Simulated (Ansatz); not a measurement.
Cost and result for the atomization energy of C₂H₇FN₂Si (`C=C[Si](N)(N)F`) (13 atoms, 12 bonds).

Cartesian coordinates in Å:
```
C -0.980 0.827 1.910
C 0.055 0.378 1.205
Si -0.069 -0.174 -0.560
N 1.004 0.773 -1.472
N 0.279 -1.799 -0.936
F -1.625 -0.020 -0.926
H -1.971 0.906 1.472
H -0.886 1.134 2.948
H 1.024 0.322 1.701
H 1.176 1.735 -1.235
H 1.163 0.586 -2.448
H 1.223 -2.143 -0.910
H -0.393 -2.524 -0.749
```

Total charge 0; spin multiplicity 1. The structure was optimised at the PBE0-D4/def2-TZVP level. It is one conformer, not always the lowest. Program: Ansatz. All runs use 2 threads of an AMD EPYC 7R13 on a shared host and a share of an NVIDIA H100 80 GB. Times are those of one run each, without the atoms' runs, and a repeat can differ threefold. Electronic energies, without spin–orbit coupling; frozen cores. CCSD(T)/CBS adds CCSD(T) − MP2 in def2-TZVPP to the MP2 limit, and its time is that of the two runs behind it. T1 = 0.011. B3LYP takes the VWN-RPA correlation (the form of Gaussian; ORCA's B3LYP/G).

CCSD(T)/CBS is a level of theory with its own doubt, some kJ/mol a heavy atom from the limit and from the frozen cores, so smaller differences don't rank the functionals.

```
                             level  functions  wall time
   PBE-D4/def2-TZVPP (with forces)        295      3.2 s
  ωB97M-V/def2-TZVPP (with forces)        295      4.2 s
                PBE0-D4/def2-TZVPP        295      4.3 s
r2SCAN-D4/def2-TZVPP (with forces)        295      4.4 s
                    MP2/def2-QZVPP        565      4.6 s
 B3LYP-D4/def2-TZVPP (with forces)        295      4.9 s
                 B2PLYP/def2-TZVPP        295      5.5 s
                ωB97X-V/def2-TZVPP        295        6 s
                CCSD(T)/def2-TZVPP        295      6.5 s
                 CCSD(T)/CBS(def2)          –       11 s
```

Q: What atomization energy does each give, and how far from CCSD(T)/CBS? (Estimate.)

A: The calculation gave: 
| level | atomization (kcal/mol) | difference from CCSD(T)/CBS | per bond |
| --- | --- | --- | --- |
| PBE-D4/def2-TZVPP (with forces) | 1258.0 | 21.6 | 1.8 |
| ωB97M-V/def2-TZVPP (with forces) | 1240.1 | 3.7 | 0.3 |
| PBE0-D4/def2-TZVPP | 1233.0 | -3.4 | -0.3 |
| r2SCAN-D4/def2-TZVPP (with forces) | 1231.6 | -4.8 | -0.4 |
| MP2/def2-QZVPP | 1243.6 | 7.2 | 0.6 |
| B3LYP-D4/def2-TZVPP (with forces) | 1237.2 | 0.8 | 0.1 |
| B2PLYP/def2-TZVPP | 1223.3 | -13.1 | -1.1 |
| ωB97X-V/def2-TZVPP | 1237.9 | 1.5 | 0.1 |
| CCSD(T)/def2-TZVPP | 1198.7 | -37.7 | -3.1 |
| CCSD(T)/CBS(def2) | 1236.4 | 0.0 | 0.0 |

The D4 term adds +10.9 kcal/mol with B3LYP and +5.8 kcal/mol with PBE0; it sums over pairs of atoms, weighted by their polarisabilities, and B3LYP, whose exchange is more repulsive, gets the larger term. From PBE to PBE0 (25 % exact exchange), in def2-TZVPP and without D4, the atomization energy moves by −23.9 kcal/mol: exact exchange takes away binding that semilocal exchange gives to molecules. In def2-TZVPP, CCSD(T) changes the Hartree–Fock value by +315.8 kcal/mol (the triples alone add +18.6 kcal/mol) and MP2 by +338.1 kcal/mol; breaking electron pairs costs correlation energy, which Hartree–Fock lacks.
